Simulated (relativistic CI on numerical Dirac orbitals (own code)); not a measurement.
Slater and spin-orbit integrals, Ta⁵²⁺

Computed by Dirac-Coulomb-Breit CI, KLI orbitals optimised for each configuration, model QED (radiative potential, 1s self-energy scaled to tabulated hydrogen-like ionisation energies), unscaled Slater integrals (own radial code, finite nucleus).

Slater integrals F^k, G^k are unscaled and averaged over j, outside the closed core [Ne]; ζ comes from projecting the Hamiltonian with its Breit term on Σ l·s of the shell.

- 3s²3p⁶3d³: F^2(3d,3d) = 602230, F^4(3d,3d) = 389420, ζ(3d) = 225060 cm⁻¹; <r>(3d) = 0.1701, <r^2>(3d) = 0.03346 (bohr units).
- 3s²3p⁵3d⁴: ζ(3p) = 1.6734e+06, F^2(3d,3d) = 601400, F^4(3d,3d) = 388850, F^2(3p,3d) = 517560, G^1(3p,3d) = 545870, G^3(3p,3d) = 365980, ζ(3d) = 223270 cm⁻¹; <r>(3p) = 0.1908, <r^2>(3p) = 0.04217, <r>(3d) = 0.1703, <r^2>(3d) = 0.03355 (bohr units).
- 3s3p⁶3d⁴: F^2(3d,3d) = 601100, F^4(3d,3d) = 388660, G^2(3s,3d) = 419880, ζ(3d) = 224230 cm⁻¹; <r>(3s) = 0.1937, <r^2>(3s) = 0.04289, <r>(3d) = 0.1704, <r^2>(3d) = 0.03358 (bohr units).

(1) Give the Racah parameters of the d shell in 3s²3p⁶3d³.

Averages of the first 10 configurations, taken without configuration mixing, which lowers the lowest level and can move excited configurations by several eV; other configurations of the list can lie among them:

```tsv
Configuration	Parity	States	Average energy above the lowest level (eV)
3s²3p⁶3d³	even	120	130.8
3s²3p⁵3d⁴	odd	1260	572.3
3s3p⁶3d⁴	even	420	1001.0
3s²3p⁶3d²4s	even	90	2036.6
3s²3p⁶3d²4p	odd	270	2199.7
3s²3p⁶3d²4d	even	450	2376.0
3s²3p⁵3d³4s	odd	1440	2467.6
3s²3p⁶3d²4f	odd	630	2506.5
3s²3p⁵3d³4p	even	4320	2631.1
3s3p⁶3d³4s	even	480	2898.7
```

Results:

(1) B = F²/49 − 5F⁴/441 = 7875 cm⁻¹ and C = 35F⁴/441 = 30906 cm⁻¹.
